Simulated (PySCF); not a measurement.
Interval between two levels of Fe by level of theory

Fe [Ar] 3d6 4s2 [5D4, M_J = 4] → Fe [Ar] 3d6 4s1 4p1 [7F6, M_J = 6], as a difference of total energies. All numbers are calculated (PySCF 2.14, the two-component X2C-1e Hamiltonian, in x2c-TZVPall-2c with one added diffuse shell each of s, p, d type (7s8p5d1f, 63 functions)). Correlated levels: [Ne] frozen; the 6 highest virtual spinors dropped. "Screened" scales the spin-orbit matrix elements by Boettger's factors to mimic the two-electron term; Breit and QED terms are absent.

| method | interval between two levels (cm⁻¹) | error (cm⁻¹) |
| --- | --- | --- |
| GHF (spin-free) | 13137 | -9514 |
| GMP2 (spin-free) | 19696 | -2954 |
| GHF (screened spin-orbit) | 13252 | -9399 |
| GMP2 (screened spin-orbit) | 19829 | -2821 |

Reference: 22650 cm⁻¹ (measured; NIST Handbook of Basic Atomic Spectroscopic Data (Sansonetti and Martin, J. Phys. Chem. Ref. Data 34, 1559 (2005))).

Errors of the correlated levels include the incompleteness of this basis and the frozen core.

The labels give the starting determinants; with spin-orbit coupling the two ends relaxed to ⟨J²⟩ = 20.02, ⟨L²⟩ = 6.01, ⟨S²⟩ = 6.01 and ⟨J²⟩ = 42.01, ⟨L²⟩ = 12.02, ⟨S²⟩ = 12.00.
